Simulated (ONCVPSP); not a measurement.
# Al, ONCV: configuration errors across variants

| Property | Result |
| --- | --- |
| Element | Al (Z = 13) |
| Generator | ONCVPSP 4.0.1 |
| Type | optimised norm-conserving Vanderbilt (ONCV) |
| Functional | PBEsol |
| Relativity | non-relativistic |
| Frozen core | [Ne] |
| Valence charge | 3 |
| Reference configuration | 3s2 3p1 |
| Partial waves | 3s: rc 1.95 bohr, ncon 4, nbas 7, qcut 4.1 1/bohr, local; 3p: rc 2.65 bohr, ncon 5, nbas 8, qcut 3.1 1/bohr, 3 projectors, debl 3.4 Ha; d scattering state at 0.04 Ha: rc 2.60 bohr, ncon 4, nbas 8, qcut 3.2 1/bohr, 2 projectors, debl 1.4 Ha |
| Local potential | the s channel |
| Core correction | Teter function fitted to the true core (icmod 2), fcfact 0.55 |

All-electron excitation energies from the reference (eV): (1) 3s2 3p0 5.746; (2) 3s1 3p0 24.883; (3) 3s2 3p0.5 2.078; (4) 3s0 3p3 10.338.

Errors AE − PS in meV (a dash: test not solved or not reliable):

| change | (1) | (2) | (3) | (4) | bound ghosts | GHOST(+) flags above zero |
| --- | --- | --- | --- | --- | --- | --- |
| base | +1.2 | +26 | +0.1 | +2.3 | none | none |
| core correction Teter function fitted to the true core (icmod 2), fcfact 0.14 | +0.8 | +8.5 | +0.1 | -3.2 | none | none |
| core correction Teter function fitted to the true core (icmod 2), fcfact 0.56 | +1.2 | +26 | +0.1 | +2.3 | none | none |
| core correction Teter function fitted to the true core (icmod 2), fcfact 0.7 | +1.0 | +27 | +0.1 | +3.0 | none | none |
| core correction Teter function fitted to the true core (icmod 2), fcfact 0.82 | +1.0 | +26 | +0.1 | +3.3 | none | none |
| core correction Teter function fitted to the true core (icmod 2), fcfact 1.02 | +0.8 | +26 | +0.1 | +3.6 | none | none |
| core correction Teter function fitted to the true core (icmod 2), fcfact 1.14 | +0.8 | +25 | 0.0 | +3.6 | none | none |

Question: Give the same row for: core correction Teter function fitted to the true core (icmod 2), fcfact 0.36.

Answer: +1.2, +23, +0.1, +0.6; bound ghosts: none; GHOST(+) flags above zero: none.
